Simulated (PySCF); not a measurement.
**Relaxation of doublet Pb₃S⁺**

Method: PySCF, UPBE0, basis S def2-SVP, Pb def2-SVP with ECP60 (scalar-relativistic core potentials, no spin–orbit coupling, density fitting). A (50,194) grid was used.

A hand-made T-shaped start, of C2v symmetry, held to at least that symmetry:

```xyz
4
charge 1 multiplicity 2, angstrom
S     0.0000    0.0000   -0.8211
Pb    0.0000    0.0000    1.5995
Pb    2.4191    0.0000   -0.7366
Pb   -2.4191    0.0000   -0.7366
```

**Question.** What does it relax to?

**Answer.** It ends at C2v with Pb–Pb 3.196 Å (×2), S–Pb 2.602 Å (×2), S–Pb 2.649 Å; Pb–Pb–Pb 103.7°, Pb–Pb–S 51.9° (×2), Pb–Pb–S 53.2° (×2), Pb–S–Pb 75.0° (×2), Pb–S–Pb 149.9° (after a last refinement on a finer grid). A frequency run shows 1 imaginary mode, down to 332i cm⁻¹, so it is a saddle point. Other isomers or separated fragments may lie lower.

**Question.** How much energy is released, and in how many steps?

**Answer.** 67.0 kJ/mol in 7 steps.

At this level a quartet minimum of C3v symmetry lies 12 kJ/mol below this structure. Spin–orbit coupling, left out here, can matter for elements this heavy.

The relaxation took 53 s on 2 threads of a shared Arm Neoverse V1 host, with 96 basis functions and 8 gradients; the process peaked at 0.64 GiB.
